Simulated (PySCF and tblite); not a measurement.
The numbers below are computed, except where a source is named.
Stationary points of C$_{6}$H$_{12}$N$_{2}$ at GFN2-xTB, in Å:

Structure A

```
 1 C     1.780    0.352   -1.113
 2 C     1.003   -0.177    0.071
 3 N     1.458   -1.481    0.463
 4 C     0.509    0.815    1.109
 5 C    -0.455    0.131    0.183
 6 C    -1.595   -0.801    0.561
 7 N    -2.396   -0.242   -0.538
 8 C    -1.377    0.774   -0.839
 9 H     1.700   -0.347   -1.942
10 H     2.832    0.461   -0.854
11 H     1.394    1.319   -1.423
12 H     0.887   -1.857    1.210
13 H     2.421   -1.442    0.782
14 H     0.702    1.867    0.959
15 H     0.504    0.513    2.148
16 H    -1.995   -0.640    1.569
17 H    -1.405   -1.868    0.414
18 H    -3.301    0.123   -0.268
19 H    -1.654    1.808   -0.604
20 H    -1.049    0.719   -1.880
```

Structure B

```
 1 C     1.767    0.355   -1.123
 2 C     1.001   -0.175    0.068
 3 N     1.445   -1.490    0.442
 4 C     0.535    0.815    1.121
 5 C    -0.451    0.149    0.207
 6 C    -1.593   -0.776    0.612
 7 N    -2.400   -0.081   -0.349
 8 C    -1.379    0.823   -0.796
 9 H     1.683   -0.345   -1.952
10 H     2.821    0.466   -0.872
11 H     1.376    1.320   -1.430
12 H     0.876   -1.864    1.191
13 H     2.411   -1.463    0.755
14 H     0.739    1.865    0.974
15 H     0.544    0.507    2.158
16 H    -1.922   -0.679    1.658
17 H    -1.427   -1.841    0.391
18 H    -3.359   -0.179   -0.605
19 H    -1.577    1.887   -0.600
20 H    -1.089    0.707   -1.850
```

Structure C

```
 1 C     1.749    0.352   -1.127
 2 C     0.992   -0.170    0.073
 3 N     1.419   -1.494    0.436
 4 C     0.550    0.822    1.133
 5 C    -0.455    0.171    0.230
 6 C    -1.607   -0.734    0.637
 7 N    -2.513    0.096   -0.170
 8 C    -1.394    0.849   -0.753
 9 H     1.671   -0.358   -1.947
10 H     2.802    0.479   -0.883
11 H     1.346    1.310   -1.445
12 H     0.863   -1.854    1.204
13 H     2.392   -1.488    0.724
14 H     0.763    1.870    0.987
15 H     0.567    0.511    2.169
16 H    -1.879   -0.726    1.696
17 H    -1.492   -1.770    0.300
18 H    -3.088   -0.410   -0.833
19 H    -1.520    1.929   -0.631
20 H    -1.173    0.628   -1.803
```

Geometries: GFN2-xTB; energies: B3LYP/pcSseg-1 + D3(BJ); zero-point and thermal terms from GFN2-xTB harmonic modes (soft modes blended into free rotors).

Q: Which structure is a saddle point, and along which motion?

A: B: one imaginary mode (658i cm⁻¹ at GFN2-xTB, mostly on H18, N7), along the pyramidal inversion at N7.

Q: Give their symmetry and energies above the lowest.

A: A C1, 0.6 kcal/mol; B C1, 5.4 kcal/mol; C C1, 0.0 kcal/mol.
